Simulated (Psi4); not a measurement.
Dimer: FGeH3O (SMILES [OH][GeH2][F]) (first 6 atoms) with NH3 (SMILES N); geometry from B3LYP-D3(BJ)/def2-TZVP, rigid monomers moved along the line of their centres of mass till Ge2···N7 is 2.25 Å.
(charge 0, multiplicity 1):
```xyz
10

O     -1.43535     0.34290     0.81499
Ge     0.22156    -0.32738     0.64328
F      0.08598    -0.82233    -1.06961
H     -1.88855     0.24213    -0.03012
H      0.46127    -1.67957     1.31938
H      1.34649     0.70734     0.55930
N      0.09945     0.39776     2.77166
H      0.13258    -0.31442     3.49211
H      0.72858     1.14692     3.03670
H     -0.84501     0.76745     2.72658
```

Calculation: SAPT0/aug-cc-pVDZ (Psi4 1.11).

Q: Give the four SAPT terms and the total, and say what mostly holds the pair together.

A: electrostatics -58.60, exchange 75.50, induction -21.47, dispersion -10.82, total -15.40 kcal/mol; the largest attraction is electrostatics.
